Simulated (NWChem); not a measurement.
System: C4H3F; SMILES C#CC(=C)F

Input file for NWChem:

```
start job
memory heap 200 mb stack 900 mb global 1100 mb
geometry units angstroms noautoz
  C      0.056827     2.181237     0.000000
  C     -0.012430     0.974147     0.000000
  C     -0.067084    -0.449286     0.000000
  C     -1.173723    -1.195409     0.000000
  F      1.152286    -1.039620     0.000000
  H      0.105924     3.246577     0.000000
  H     -2.148904    -0.725206     0.000000
  H     -1.109287    -2.277465     0.000000
end
basis spherical
  * library def2-svp
end
dft
  xc pbe0
  iterations 150
  vectors input atomic output neutral.movecs
end
task dft energy
charge 1
dft
  odft
  mult 2
  vectors input atomic output cation.movecs
end
task dft energy
```

Output (shortened):

```
             Northwest Computational Chemistry Package (NWChem) 7.3.0
             --------------------------------------------------------

 CS  symmetry detected

                             Geometry "geometry" -> ""
                             -------------------------

 Output coordinates in angstroms (scale by  1.889725989 to convert to a.u.)

  No.       Tag          Charge          X              Y              Z
 ---- ---------------- ---------- -------------- -------------- --------------
    1 C                    6.0000     0.04639723     2.18280342     0.00000000
    2 C                    6.0000    -0.01770334     0.97542862     0.00000000
    3 C                    6.0000    -0.06627698    -0.44822484     0.00000000
    4 C                    6.0000    -1.16971899    -1.19906779     0.00000000
    5 F                    9.0000     1.15560337    -1.03334520     0.00000000
    6 H                    1.0000     0.09094343     3.24834341     0.00000000
    7 H                    1.0000    -2.14689946    -0.73303433     0.00000000
    8 H                    1.0000    -1.10066183    -2.28083869     0.00000000

 Effective nuclear repulsion energy (a.u.)     141.0161969987

      Symmetry information
      --------------------

 Group name             Cs
 Group number              2
 Group order               2
 No. of unique centers     8

                                 NWChem DFT Module
                                 -----------------

 Summary of "ao basis" -> "ao basis" (spherical)
 ------------------------------------------------------------------------------
       Tag                 Description            Shells   Functions and Types
 ---------------- ------------------------------  ------  ---------------------
 C                          def2-svp                 6       14   3s2p1d
 F                          def2-svp                 6       14   3s2p1d
 H                          def2-svp                 3        5   2s1p

      Symmetry analysis of basis
      --------------------------

        a'         62
        a"         23

            General Information
            -------------------
          SCF calculation type: DFT
          Wavefunction type:  closed shell.
          No. of atoms     :     8
          No. of electrons :    36
           Alpha electrons :    18
            Beta electrons :    18
          Charge           :     0
          Spin multiplicity:     1
          Use of symmetry is: on ; symmetry adaption is: on
          Maximum number of iterations: 150
          AO basis - number of functions:    85
                     number of shells:    39
          Convergence on energy requested:  1.00D-06
          Convergence on density requested:  1.00D-05
          Convergence on gradient requested:  5.00D-04

              XC Information
              --------------
                         PBE0 Method XC Functional
                     Hartree-Fock (Exact) Exchange  0.250
          PerdewBurkeErnzerhof Exchange Functional  0.750
            Perdew 1991 LDA Correlation Functional  1.000 local
           PerdewBurkeErnz. Correlation Functional  1.000 non-local

             Grid Information
             ----------------
          Grid used for XC integration:  medium
          Radial quadrature: Mura-Knowles
          Angular quadrature: Lebedev.
          Tag              B.-S. Rad. Rad. Pts. Rad. Cut. Ang. Pts.
          ---              ---------- --------- --------- ---------
          C                   0.70       49          12.0       434
          F                   0.50       49          11.0       434
          H                   0.35       45          13.0       434
          Grid pruning is: on
          Number of quadrature shells:   380
          Spatial weights used:  Erf1

      Superposition of Atomic Density Guess
      -------------------------------------

 Sum of atomic energies:        -251.28959051

      Non-variational initial energy
      ------------------------------

 Total energy =    -253.715855
 1-e energy   =    -621.382577
 2-e energy   =     226.650525
 HOMO         =      -0.280649
 LUMO         =      -0.021595

      Symmetry analysis of molecular orbitals - initial
      -------------------------------------------------

  Numbering of irreducible representations:

     1 a'          2 a"

  Orbital symmetries:

     1 a'          2 a'          3 a'          4 a'          5 a'
     6 a'          7 a'          8 a'          9 a'         10 a'
    11 a'         12 a"         13 a'         14 a'         15 a'
    16 a"         17 a'         18 a"         19 a"         20 a'
    21 a'         22 a'         23 a"         24 a'         25 a'
    26 a'         27 a'         28 a'

   convergence    iter        energy       DeltaE   RMS-Dens  Diis-err
 ---------------- ----- ----------------- --------- --------- ---------
 d= 0,ls=0.0,diis     1   -253.4172230802 -3.94D+02  1.30D-02  6.24D-01
 d= 0,ls=0.0,diis     2   -253.4099147630  7.31D-03  6.92D-03  8.16D-01
 d= 0,ls=0.0,diis     3   -253.4852407620 -7.53D-02  2.52D-03  5.54D-02
 d= 0,ls=0.0,diis     4   -253.4884722147 -3.23D-03  1.15D-03  2.78D-02
 d= 0,ls=0.0,diis     5   -253.4918938080 -3.42D-03  2.47D-04  6.88D-04
  Resetting Diis
 d= 0,ls=0.0,diis     6   -253.4919611537 -6.73D-05  9.69D-05  1.11D-04
 d= 0,ls=0.0,diis     7   -253.4919765554 -1.54D-05  6.67D-05  9.12D-06
 d= 0,ls=0.0,diis     8   -253.4919743357  2.22D-06  4.23D-05  2.66D-05
 d= 0,ls=0.0,diis     9   -253.4919776475 -3.31D-06  1.96D-06  5.09D-08
 d= 0,ls=0.0,diis    10   -253.4919776538 -6.29D-09  6.12D-07  3.08D-09

         Total DFT energy =     -253.491977653817
      One electron energy =     -624.610380003132
           Coulomb energy =      262.952631276639
    Exchange-Corr. energy =      -32.850425926063
 Nuclear repulsion energy =      141.016196998740

 Numeric. integr. density =       35.999998945122

[...]
```

Level: PBE0/def2-SVP, vertical spin-unrestricted ions. Coordinates come from a B3LYP/6-31G* (spherical d) optimisation.
